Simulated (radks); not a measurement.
The numbers below are computed, except where a source is named.
Valence configurations of Ho3+ (all share [Xe]). Code: a radial shooting solver on a logarithmic mesh with Libxc functionals. Model: scalar-relativistic Kohn-Sham, PBE, spin-polarised, spherical densities, finite nucleus; open shells are filled with parallel spins first (spin-orbit coupling, left out, can overturn this in heavy ions); Fermi nuclear charge, rms radius 5.2022 fm. Energies are relative to 4f10; eigenvalues in eV for spin up.

| valence | E (eV) | moment (Bohr magnetons) | e(4f) | e(5d) | e(6p) | e(6s) |
|---|---|---|---|---|---|---|
| 4f10 | 0.000 | 4 | -36.468 | - | - | - |
| 4f9.5 6s0.5 | 5.680 | 5 | -41.828 | - | - | -25.011 |
| 4f9.5 6p0.5 | 8.637 | 5 | -42.443 | - | -19.446 | - |
| 4f9 5d1 | 10.226 | 6 | -44.242 | -27.464 | - | - |
| 4f9 5d0.5 6p0.5 | 14.659 | 6 | -46.466 | -28.975 | -19.829 | - |
| 4f9 6s0.5 6p0.5 | 16.254 | 6 | -48.097 | - | -20.519 | -26.712 |
| 4f9 6p1 | 19.341 | 6 | -48.704 | - | -20.878 | - |
| 4f8 5d2 | 25.101 | 8 | -52.674 | -29.645 | - | - |
| 4f8.5 6s0.5 6p1 | 29.035 | 7 | -54.618 | - | -21.879 | -28.344 |
| 4f7 6s2 6p1 | 73.095 | 8 | -73.959 | - | -24.133 | -31.426 |

NIST lists [Xe] 4f10 as the ground configuration; this level of theory agrees among the configurations tried. The energies are those of spherical high-spin densities, not of single terms.
